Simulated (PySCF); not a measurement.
Predicted microwave data (PySCF, PBE0-D3(BJ)/def2-SVP geometry optimisation, gas phase) for one isomer of C2H9NOSi:

| Quantity | Value |
| --- | --- |
| Rotational constants | A = 6359, B = 2463, C = 1958 MHz |
| Dipole components | \|μa\| = 1.19 D, \|μb\| = 1.52 D, \|μc\| = 0.24 D |
| Inertial defect | -26.51 u·Å² |
| κ | -0.77 |

Task: Which candidate fits, each taken in the one conformer that was computed?
A. `[CH3:1][NH:2][SiH2:3][O:4][CH3:5]` with C1–N2–Si3–O4 88°, N2–Si3–O4–C5 -63°
B. `[CH3:1][O:2][CH2:3][SiH2:4][NH2:5]` with C1–O2–C3–Si4 178°, O2–C3–Si4–N5 -55°, C3–Si4–N5–H 43° and 178°

Result: A. It is CN[SiH2]OC, an asymmetric top, point group C1. The candidates at the same level (rigid rotor, commonest isotopes):

```json
{"SMILES": "COC[SiH2]N", "A (MHz)": "8575", "B (MHz)": "2038", "C (MHz)": "1775", "μa (D)": "0.77", "μb (D)": "0.41", "μc (D)": "0.17", "Δ (u·Å²)": "-22.23", "point group": "C1", "rotor": "near-prolate asymmetric top"}
{"SMILES": "CN[SiH2]OC", "A (MHz)": "6359", "B (MHz)": "2463", "C (MHz)": "1958", "μa (D)": "1.19", "μb (D)": "1.52", "μc (D)": "0.24", "Δ (u·Å²)": "-26.51", "point group": "C1", "rotor": "asymmetric top"}
```

`COC[SiH2]N` has A 35 % too high. No structure here is proved a minimum.
